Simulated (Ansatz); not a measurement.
Cu5H5 (the lowest singlet isomer of a short search) was relaxed with PBE-D4 (def2-SVP, def2-SVPD) in Ansatz in these states: charge -1 doublet, neutral quintet, neutral singlet, neutral triplet. The geometries follow in no particular order.

A:

```csv
atom,x (Å),y (Å),z (Å)
Cu1,-0.2447,0.3549,0.8935
Cu2,1.4451,-0.3406,-0.8851
Cu3,-2.4657,0.0516,0.1583
Cu4,-0.8159,-0.5611,-1.4164
Cu5,2.0861,0.4911,1.2299
H6,2.8953,-0.0233,-0.0859
H7,-2.5005,-0.5471,-1.3554
H8,-1.8183,0.6021,1.5448
H9,0.8045,0.8558,2.1623
H10,0.6140,-0.8834,-2.2460
```

B:

Cartesian coordinates in Å:
```
Cu -1.5376 1.0057 -0.8406
Cu 1.9334 -0.5130 -0.2411
Cu -1.5305 0.0014 1.3124
Cu 0.5172 -1.1948 1.5462
Cu 0.6113 0.7042 -1.7940
H 2.1793 0.4354 -1.5250
H -0.8822 -1.0636 2.3355
H -2.4179 1.0854 0.5093
H -0.8752 1.0668 -2.3136
H 2.0021 -1.5276 1.0110
```

C:

Cartesian coordinates in Å:
```
Cu -1.6704 0.5424 0.3766
Cu 0.6144 -1.0496 -0.2654
Cu 0.3437 1.7215 0.2480
Cu 2.3075 0.5789 -0.3172
Cu -1.6082 -1.7664 -0.0130
H -0.2744 -2.5800 -0.3437
H 1.9777 2.1297 0.0437
H -1.2333 2.1283 0.5673
H -2.8023 -0.7179 0.3348
H 2.3454 -0.9869 -0.6310
```

D:

```csv
atom,x (Å),y (Å),z (Å)
Cu1,-0.4744,1.4238,-1.0457
Cu2,-0.1180,-2.3181,-0.0182
Cu3,0.6175,1.3378,1.0806
Cu4,1.1790,-0.3880,-0.4241
Cu5,-1.2156,-0.2737,0.4123
H6,-1.7028,-1.8958,0.1656
H7,2.1244,0.6862,0.4805
H8,0.1309,2.5667,0.0335
H9,-2.0407,0.9176,-0.4659
H10,1.4999,-2.0565,-0.2187
```

Question: Judge from the bond lengths which geometry belongs to which state (an estimate).

Answer: A is the neutral triplet (Cu2–H10 1.684 Å, Cu2–H6 1.686 Å, Cu3–H7 1.628 Å); B is the neutral singlet (Cu2–H10 1.613 Å, Cu2–H6 1.615 Å, Cu3–H7 1.613 Å); C is the charge -1 doublet (Cu2–H10 1.770 Å, Cu2–H6 1.772 Å, Cu3–H7 1.697 Å); D is the neutral quintet (Cu2–H10 1.651 Å, Cu2–H6 1.650 Å, Cu3–H7 1.748 Å).

At PBE-D4/def2-SVPD the highest occupied level of the relaxed charge -1 doublet lies above zero (up to 0.67 eV). By energy differences its removal costs 0.52 eV (each at its own geometry, to the charge 0 singlet, at PBE0-D4/def2-SVP). At PBE0-D4/def2-TZVP a singlet lies 2.70 eV below the neutral triplet. At PBE0-D4/def2-TZVP a singlet lies 5.69 eV below the neutral quintet. These are the stationary points nearest to one start from a short search; other shapes may lie lower in each state.
